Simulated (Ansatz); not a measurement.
Br$_{2}$GaH (`[Br][GaH][Br]`), relaxed with RKS PBE0-D4/def2-TZVP in Ansatz 0.2.0 from a PBE-D4/def2-SVP geometry. The force threshold is 0.005 eV/Å; the program also tests the step.

The species carries charge 0 and has multiplicity 1.

Start:

```xyz
4

Br   -0.404    2.041    0.680
Ga   -0.061   -0.160    0.129
Br    0.966   -0.558   -1.884
H    -0.502   -1.324    1.074
```

| step | energy (eV) | largest force (eV/Å) | largest move (Å) |
| --- | --- | --- | --- |
| 1 | -192467.0131 | 0.281 | 0.000 |
| 2 | -192467.0207 | 0.034 | 0.024 |
| 3 | -192467.0208 | 0.001 | 0.002 |

End:

```xyz
4

Br   -0.398    2.023    0.669
Ga   -0.061   -0.161    0.130
Br    0.957   -0.547   -1.866
H    -0.498   -1.314    1.066
```

It took 21 s on 2 threads of a server CPU on a shared host, with 0.48 GiB of host memory at the peak.
